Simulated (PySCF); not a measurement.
**C₆ coefficients of unlike pairs at B3LYP**

Calculated with PySCF 2.14 from the dipole response of each species, C₆(A,B) = (3/π) ∫ α_A(iu) α_B(iu) du, in atomic units, from isotropic polarisabilities. For ions this is the dispersion term alone; charge-induced terms of lower order in 1/R come first.

| species | configuration | basis | relativity | α (bohr³) | C₆ (like pair) |
| --- | --- | --- | --- | --- | --- |
| Rh²⁺ | [Kr] 4d7 (4F) | def2-TZVPPD with the def2 core potential (28 electrons) (6s4p3d2f1g) | core potential | 6.210 | 30.26 |
| Ar | [Ar] (1S) | aug-cc-pCVQZ-DK (10s9p7d5f3g) | spin-free X2C | 11.62 | 68.09 |
| Ga²⁺ | [Ar] 3d10 4s1 (2S) | aug-cc-pVTZ-DK (7s6p4d2f) | spin-free X2C | 9.511 | 26.81 |

Problem. Estimate C₆ for Ga²⁺ with Rh²⁺.

Solution. The integral gives 25.68. The combination rule 2 C_A C_B / (C_A α_B/α_A + C_B α_A/α_B) gives 25.41 and the geometric mean 28.49.

No spin-orbit coupling is included.

The other pairs:

```json
{"pair": "Ga²⁺, Ar", "C₆": "41.67"}
{"pair": "Ar, Rh²⁺", "C₆": "43.67"}
```
